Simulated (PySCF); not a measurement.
C₃H₈BNO. Atoms are numbered in the order given.

```xyz
14

C      2.2154     0.0934     1.1994
C      1.2674    -0.7161     0.6866
C      0.5667    -0.5369    -0.6241
B     -0.8850     0.1254    -0.4853
N     -1.1774     0.9354     0.6374
O     -1.7827    -0.1231    -1.5073
H      2.6021     0.9562     0.6300
H      2.6521    -0.0859     2.1944
H      0.9221    -1.5670     1.3044
H      1.1590     0.1211    -1.2991
H      0.4480    -1.5061    -1.1539
H     -0.4672     1.0835     1.3563
H     -2.0514     1.4325     0.8044
H     -2.6334     0.3330    -1.3854
```

Coordinates come from a PBE-D3(BJ)/def2-SVP optimisation. One conformer was computed; it need not be the lowest.

Calculation: PBE/pcSseg-1 (PySCF).

GIAO shieldings, no solvent; atoms listed in one row are averaged. δ = σ(ref) − σ: ¹³C against TMS (σ = 182.0 ppm); ¹¹B against BF3 (σ = 83.9 ppm); ¹⁵N against NH3 (σ = 267.0 ppm); ¹⁷O against H2O (σ = 334.3 ppm); ¹H against TMS (σ = 31.49 ppm), references at their B3LYP-D3(BJ)/def2-TZVP geometries, non-relativistic.

Q: Estimate the chemical shifts. (The exact figures need the calculation; the answer reports its results.)

A: 
```
nucleus   atoms  count  δ (ppm)
-------  ------  -----  -------
¹³C          C2      1    152.5
¹³C          C1      1    120.8
¹³C          C3      1     31.4
¹¹B          B4      1     17.8
¹⁵N          N5      1     86.0
¹⁷O          O6      1    117.4
¹H           H9      1     6.60
¹H       H7, H8      2     5.54
¹H          H12      1     3.54
¹H          H14      1     3.46
¹H          H13      1     2.55
¹H          H11      1     2.34
¹H          H10      1     2.26
```
